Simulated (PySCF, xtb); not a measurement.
CBr3, SMILES Br[C](Br)Br (connectivity only; charge and spin as stated), charge +1, multiplicity 1.

GFN2-xTB run with xtb 6.7.1 at its own geometry gives an orbital gap of 1.91 eV.

The structure is a stationary point at TPSSh-D3(BJ)/def2-SVP. The spin state was assumed, not searched. The isomer is the one that the SMILES or the coordinates give; other isomers of the formula were not compared.

Q: What does ωB97X/def2-TZVP (PySCF) give? (The exact figures need the calculation; the answer reports its results.)

A: gap 8.75 eV (levels -16.33 and -7.58 eV).
